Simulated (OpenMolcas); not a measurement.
## Ne5+: effect of the level shift or regulariser

```json
{"Program": "OpenMolcas", "Basis": "ANO-RCC-VTZP [4s3p2d1f]", "Scalar Hamiltonian": "DKH2, point nucleus", "Active space": "3 electrons in 4 orbitals (2s 2p)", "State averaging": "2S+1 = 4 odd, 1 root; 2S+1 = 2 odd, 8 roots (3 in the spin-orbit step); 2S+1 = 4 even, 3 roots; 2S+1 = 2 even, 9 roots", "Spin-orbit coupling": "state interaction with AMFI integrals over the reference wave functions, term energies averaged over their components"}
```

Methods on the same reference wave functions:
A. CASSCF
B. SS-CASPT2, IPEA 0.25 Eh, imaginary shift 0.1 Eh (closed shells correlated: 1s)
C. SS-CASPT2, IPEA 0.25 Eh, real shift 0.2 Eh (closed shells correlated: 1s)

Energies in cm-1 above 2s2 2p 2P* 1/2, the measured ground level; measured values from NIST levels in Podobedova, Fuhr, Reader and Wiese, J. Phys. Chem. Ref. Data 33, 525 (2004).

```csv
Level,A,B,C,Measured
2s2 2p 2P* 1/2,0.0,0.0,0.0,0.0
2s2 2p 2P* 3/2,1241,1241,1241,1310
2s 2p2 4P 1/2,94675,99404,99400,
2s 2p2 4P 3/2,95121,99850,99846,
2s 2p2 4P 5/2,95851,100579,100576,
2s 2p2 2D 3/2,185007,179642,179650,179021
2s 2p2 2D 5/2,185014,179651,179658,178992
2s 2p2 2S 1/2,235455,231782,231786,230853
2s 2p2 2P 1/2,260855,251085,251091,249292
2s 2p2 2P 3/2,261708,251932,251937,250112
```

Deviations, from unrounded energies. A percentage is the sum of absolute deviations over the sum of measured energies, with the sign that they share, or ± where signs differ.

```tsv
Against measurement	Levels	A	B	C
mean absolute deviation (cm-1)	6	6600	980	990
fine structure of the ground term (%)	1	-5.3	-5.3	-5.3
other configurations (%)	5	+3.7	+0.5	+0.5
```

B, C lie about equally close to measurement and A furthest from it. The largest miss of B in the table is 2s 2p2 2P 3/2, by +1800 cm-1. The ranking rests on the paired levels alone, and a cruder setting can come out closer through cancelling errors.

Between B and C the level of the table that moves most is 2s 2p2 2D 3/2, by 7.2 cm-1 (lowest in B, highest in C).

The lowest spin-free term lies below A's lowest term by 0.046 hartree in B, 0.046 hartree in C.

Computed and measured levels are paired by configuration, term and J; levels that our copy of the source lacks, or whose pairing is in doubt (as where it misses far off the trend of its configuration), stay unpaired and out of the deviations. Only configurations of the active space appear. Levels that lie high or do not pair safely by name in every column are left out.

* marks odd parity.
